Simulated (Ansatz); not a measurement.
The first iterations of a band of H2O + H5NOSi (11 atoms, charge 0, multiplicity 1).

The calculation used Ansatz 0.2.0, RKS BLYP/def2-SVP.

| Property | Result |
| --- | --- |
| movable images | 5 |
| climbing image | yes |
| spring | 5.0 eV/Å² |
| optimiser | quadratic models (default) |
| start path | through a guess of the saddle point |
| force threshold | 0.05 eV/Å |
| iteration limit | 60 |
| end points | relaxed |

Image 0:

```xyz
11
Properties=species:S:1:pos:R:3
Si -0.142 0.235 0.026
N -0.051 -0.006 1.775
H -0.918 -0.220 2.283
H 0.491 0.678 2.316
H 1.252 0.367 -0.464
O -0.895 1.656 -0.492
H -1.868 1.672 -0.440
H -0.900 -0.953 -0.484
O 1.511 -2.406 1.097
H 0.768 -3.029 0.973
H 1.072 -1.663 1.579
```

Image 6:

```xyz
11
Properties=species:S:1:pos:R:3
Si 0.107 -0.616 -0.816
N -0.486 0.224 2.500
H -1.437 0.014 2.837
H 0.006 0.673 3.286
H 0.826 -0.494 -2.126
O 0.065 0.907 -0.151
H -0.231 0.879 0.809
H -1.243 -1.243 -1.000
O 0.888 -1.735 0.205
H 1.850 -1.591 0.279
H -0.025 -0.688 2.345
```

| iteration | highest image above the first end (eV) | largest band force component (eV/Å) |
| --- | --- | --- |
| 1 | 27.007 | 176.234 |
| 2 | 9.959 | 65.908 |
| 3 | 4.372 | 37.667 |
| 4 | 1.624 | 16.332 |
| 5 | 2.052 | 6.910 |
| 6 | 1.796 | 2.364 |
| 7 | 1.537 | 2.029 |
| 8 | 1.334 | 1.821 |
| 9 | 1.065 | 1.285 |

Does the band converge within its limit, and where does its top end?

It converged. It ended after 27 iterations with the highest image 0.840 eV above the first end. A vibrational analysis at the climbing image gives one clearly imaginary mode, 878i cm⁻¹: a first-order saddle point. The orbitals stay closed-shell, which can raise the energy where a bond breaks towards radicals; this wasn't checked here.

The run took 3.5 min on 2 threads of Arm Neoverse V2, on a shared host, peak memory 0.12 GiB.
